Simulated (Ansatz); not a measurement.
`C[SiH](F)Cl` + H₂O → `C[SiH](O)F` + HCl  (formal hydrolysis of the Si–Cl bond)

Calculated with Ansatz (gas phase, PBE0-D4/def2-TZVP geometries, no zero-point term in ΔE). CCSD(T)/CBS adds triple-zeta CCSD(T) − MP2 to the extrapolated MP2 energy (def2 sets, frozen cores). This one scheme is used for every species. DFT in def2-TZVPP. One conformer a species, not always the lowest.

`C[SiH](F)Cl`:

```xyz
8

C     0.745    0.010   -0.684
Si   -0.606    0.114    0.566
F    -1.977    0.470   -0.164
Cl   -0.852   -1.692    1.494
H     0.862    0.968   -1.196
H     1.692   -0.243   -0.201
H     0.521   -0.758   -1.428
H    -0.386    1.132    1.613
```

H₂O:

Z-matrix (Å, degrees):
```
O
H 1 0.960
H 1 0.960 2 105.1
```

`C[SiH](O)F`:

Z-matrix (Å, degrees):
```
C
Si 1 1.851
H 1 1.093 2 110.5
H 1 1.093 2 110.6 3 -119.8
H 1 1.093 2 111.4 3 119.7
O 2 1.634 1 113.2 3 179.7
F 2 1.601 1 107.2 3 -59.2
H 2 1.477 1 113.7 3 59.6
H 6 0.958 2 119.0 1 51.4
```

HCl:

Z-matrix (Å, degrees):
```
Cl
H 1 1.279
```

```json
{"level": "r2SCAN0-D4", "ΔE (kJ/mol)": "-2.4"}
{"level": "r2SCAN", "ΔE (kJ/mol)": "-2.9"}
{"level": "LC-ωPBE", "ΔE (kJ/mol)": "-3.9"}
{"level": "MP2/def2-QZVPP", "ΔE (kJ/mol)": "-0.3"}
```

(1) What does CCSD(T)/CBS give? (An estimate is asked.)

(2) What do rigid-rotor, harmonic-oscillator terms from PBE0-D4/def2-TZVP frequencies (298.15 K, 1 bar) make of the CCSD(T)/CBS value? (An estimate is asked.)

Largest T1 diagnostic among the species: 0.011.

Results:

(1) Ansatz gave: -1.9 kJ/mol. The listed levels differ from it by -0.5, -1.0, -2.0, 1.6 kJ/mol.

(2) The calculation gave: ΔZPE = -5.8 kJ/mol, ΔH = -8.3 kJ/mol, ΔS = -5 J/(mol·K), ΔG = -6.7 kJ/mol.

Leaving LDA and LC-ωPBE aside and taking each functional with its dispersion term where it has one, the values, not all of them listed here, spread over 13.8 kJ/mol, from CAM-B3LYP-D4 to revPBE-D4. LDA lies −6.0 kJ/mol from PBE without D4. At CCSD(T), def2-SVP lies −5.3 kJ/mol from the extrapolated value and def2-TZVPP −5.5 kJ/mol. In def2-TZVPP, CCSD(T) changes the Hartree–Fock value by +3.8 kJ/mol (the triples alone add +1.3 kJ/mol) and MP2 by +7.9 kJ/mol.
